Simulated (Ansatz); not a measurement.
Consider the cleavage of the Si–B bond: `BOB[SiH3]` + `O[Si]S` → `[SiH3]O[Si]S` + `BOB`.

Gas-phase electronic energies from Ansatz, PBE0-D4/def2-TZVP geometries. CCSD(T)/CBS adds triple-zeta CCSD(T) − MP2 to the extrapolated MP2 energy (def2 sets, frozen cores). This one scheme is used for every species. Functionals use def2-TZVPP. B3LYP here is the variant with VWN-RPA as its local correlation; programs differ in this. One conformer a species, not always the lowest.

`BOB[SiH3]`:

```xyz
10

B     1.129    0.231   -2.033
O     0.481    0.521   -0.864
B    -0.006   -0.412    0.010
Si   -0.949    0.165    1.710
H     1.302   -0.914   -2.343
H     1.497    1.152   -2.699
H     0.143   -1.576   -0.263
H    -2.327   -0.407    1.723
H    -1.043    1.641    1.873
H    -0.227   -0.402    2.885
```

`O[Si]S`:

Cartesian coordinates in Å:
```
O 0.763 0.660 0.974
Si 0.246 -0.902 0.999
S -0.861 -1.131 -0.860
H 0.570 1.265 0.253
H -0.719 0.108 -1.365
```

`[SiH3]O[Si]S`:

```xyz
8

Si   -1.283   -0.450   -0.462
O     0.213   -0.054    0.103
Si    1.549   -0.724    0.800
S     2.795    1.029    0.997
H    -1.352   -0.101   -1.902
H    -1.532   -1.905   -0.286
H    -2.295    0.326    0.295
H     1.905    1.880    0.456
```

`BOB`:

```xyz
7

B    -0.827   -0.279    0.838
O    -0.504   -0.054   -0.469
B     0.745    0.270   -0.915
H     0.021   -0.195    1.682
H    -1.964   -0.554    1.085
H     0.884    0.438   -2.090
H     1.646    0.375   -0.130
```

CCSD(T)/CBS gives -125.1 kJ/mol.

Question: Another level gave -122.5 kJ/mol. Which?
A. B3LYP/def2-TZVPP
B. BHLYP/def2-TZVPP
C. B97M-V/def2-TZVPP
D. revPBE/def2-TZVPP

Answer: A. B3LYP -122.5, BHLYP -134.4, revPBE -98.0, B97M-V -118.1 kJ/mol.

Largest T1 diagnostic among the species: 0.015.

From r2SCAN to r2SCAN0 (25 % exact exchange), in def2-TZVPP and without D4, ΔE moves by −4.2 kJ/mol. In def2-TZVPP, CCSD(T) changes the Hartree–Fock value by +23.8 kJ/mol (the triples alone add +2.7 kJ/mol) and MP2 by +14.2 kJ/mol. Leaving LDA and LC-ωPBE aside and taking each functional with its dispersion term where it has one, the values, not all of them listed here, spread over 37.2 kJ/mol, from BHLYP-D4 to PBE-D4.
